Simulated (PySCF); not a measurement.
Cl2H3HfOSi, SMILES [O]([Hf+]([Cl])[Cl])[SiH3], charge +1, multiplicity 1. The structure is a stationary point at PBE-D3(BJ)/def2-SVP. The spin state was assumed, not searched. The isomer is the one that the SMILES or the coordinates give; other isomers of the formula were not compared. The def2 effective core potentials stand for the cores of Hf; spin–orbit coupling is left out. The values are those of a single conformer.

Computed equilibrium geometry at PBE-D3(BJ)/def2-SVP (PySCF confirms it by a frequency run) as a Z-matrix, and its point group (one conformer of several):
point group Cs.
```
O
Si 1 1.7600
H 2 1.4933 1 105.17
H 2 1.4933 3 113.69 1 114.52
H 2 1.4933 3 113.62 4 132.01
Hf 1 1.8594 2 166.98 3 60.16
Cl 6 2.2957 1 105.45 2 56.52
Cl 6 2.2957 1 105.45 2 -56.52
```
Charge +1, spin multiplicity 1.
